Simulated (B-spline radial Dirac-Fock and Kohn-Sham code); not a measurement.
# Kohn-Sham estimates against Dirac-Fock for the levels of Ni

System: the Ni atom, configuration 1s2 2s2 2p6 3s2 3p6 3d8 4s2.

The density-functional columns are spherical, spin-unpolarised Dirac-Kohn-Sham results without Breit or QED terms: −ε is minus the orbital energy of the initial state and ΔSCF the difference of two total energies, and "half-occupied" is minus the orbital energy with half an electron removed (Slater transition state). The reference in the last column comes from Dirac-Fock energy differences between relaxed states, corrected for Breit and QED terms. All numbers are from a B-spline atomic structure program, in eV; a selection of levels is shown. The Kohn-Sham columns are given as differences from the reference. For the 1s level of heavy atoms much of the gap between ΔSCF and the reference is the Breit and QED part, -14.5 eV here; for other levels the error of the functional can be larger.

| level | PBE0 −ε − DF | PBE −ε − DF | LDA −ε − DF | LDA ΔSCF − DF | LDA half-occupied − DF | Dirac-Fock |
| --- | --- | --- | --- | --- | --- | --- |
| K | -85.7 | -135.5 | -152.5 | +14.1 | +14.4 | 8345.6 |
| L1 | -27.1 | -45.5 | -47.5 | -23.2 | -23.4 | 1027.0 |
| L2 | -15.1 | -30.1 | -30.6 | -0.5 | -0.7 | 886.2 |
| L3 | -15.5 | -30.4 | -31.0 | -1.5 | -1.7 | 869.1 |
| M1 | -11.2 | -18.2 | -18.8 | -10.4 | -10.6 | 129.3 |
| M2 | -6.7 | -12.0 | -12.1 | -3.9 | -4.0 | 84.84 |
| M3 | -6.8 | -12.0 | -12.2 | -4.0 | -4.1 | 82.67 |
| M4,5 | -2.8 | -4.4 | -4.2 | +3.1 | +3.0 | 13.31 |
| N1 | -1.0 | -1.7 | -1.5 | +2.3 | +2.2 | 7.34 |

Values without a named source are computed, but for edge energies of neutral atoms, which are taken from tables.
